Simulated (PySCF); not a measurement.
**Simulated characterisation data**

Calculated, not measured (PySCF 2.14): GFN2-xTB structure, shielding tensors at PBE0/pcSseg-1 (GIAO). Relativity neglected, a single conformation, equivalent nuclei averaged, no solvent.

Scale: ¹H (31.72 ppm), ¹³C (186.93 ppm) vs TMS (reference shieldings calculated alike). Splittings of carbon signals by F and P are missing where no couplings were computed. Where no couplings were computed, multiplicities follow the n + 1 count of equivalent neighbours, and m marks all less simple cases (inequivalent or close neighbours, rings, F or P nearby). Shifts are as computed. Against solution values, carbons near 30 ppm lie about +3 ppm off and those near 130 ppm about +5 ppm. Of 1211 compounds with measured shifts, 218 miss one by over three times the rms of a fit or turn the order of signals round; such compounds aren't used in these exercises. OH and NH positions are gas-phase values without hydrogen bonding to other molecules.

**1.** `C#C[Si@@]1(C)[SiH2][SiH2][Si@H]1O`, C3H10OSi4. ¹H NMR (600 MHz, computed): δ 6.32 (m, 1H), 4.09 (m, 1H), 4.04 (m, 1H), 3.92 (m, 1H), 3.75 (m, 1H), 2.42 (s, 1H), 0.44 (s, 3H), 0.35 (br s, 1H). ¹³C{¹H} NMR (computed): δ 110.7 (CH), 87.9 (C), -1.1 (CH3).

**2.** SMILES N#CC/C=C\C=C/C(F)(F)F, C7H6F3N. ¹H NMR (600 MHz, computed): δ 7.18 (m, 1H), 6.95 (m, 1H), 6.05 (m, 1H), 6.05 (m, 1H), 3.21 (d, 2H). ¹³C{¹H} NMR (computed): δ 139.7 (CH), 135.8 (CH), 135.5 (CH), 132.3 (C), 131.1 (CH), 119.6 (C), 17.0 (CH2).
